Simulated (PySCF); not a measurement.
Atoms are numbered as in `[CH3:1][Si@@H:2]1[CH2:3][C@H:4]1[F:5]` (H(Xn): hydrogen on atom n). Ha(C3) is cis to C1 on the ring; Hb(C3) is trans to C1 on the ring.

GIAO PBE0/pcSseg-1 shifts (PySCF, gas phase, non-relativistic, equivalent atoms averaged), each against references optimised in the same way as the molecule (TMS, CFCl3).

On the GFN2-xTB geometry: C4 79.4, C3 7.6, C1 -8.0, Si2 -114.0, F5 -251.6, H(C4) 5.30, H(Si2) 3.45, Hb(C3) 1.01, Ha(C3) 0.98, H(C1) 0.15 ppm.

What changes on the PBE0-D3(BJ)/def2-SVP geometry?

Results:


```json
{"atoms": "C4", "δ (ppm)": "74.8", "change": "-4.6"}
{"atoms": "C3", "δ (ppm)": "5.5", "change": "-2.1"}
{"atoms": "C1", "δ (ppm)": "-8.6", "change": "-0.6"}
{"atoms": "Si2", "δ (ppm)": "-103.9", "change": "+10.1"}
{"atoms": "F5", "δ (ppm)": "-245.2", "change": "+6.4"}
{"atoms": "H(C4)", "δ (ppm)": "4.79", "change": "-0.51"}
{"atoms": "H(Si2)", "δ (ppm)": "3.44", "change": "-0.01"}
{"atoms": "Hb(C3)", "δ (ppm)": "0.90", "change": "-0.11"}
{"atoms": "Ha(C3)", "δ (ppm)": "1.15", "change": "+0.17"}
{"atoms": "H(C1)", "δ (ppm)": "0.17", "change": "+0.02"}
```

Unscaled 19F shifts against computed CFCl3 carry errors that often reach 10 to 50 ppm.

Bonds between heavy atoms that differ most (equivalent bonds averaged): C4–Si2 1.898 → 1.872 Å, C1–Si2 1.889 → 1.867 Å, Si2–C3 1.889 → 1.870 Å, C4–F5 1.377 → 1.365 Å, C3–C4 1.534 → 1.525 Å. Mean change of bonds to hydrogen: C–H +0.015 Å, Si–H +0.032 Å.
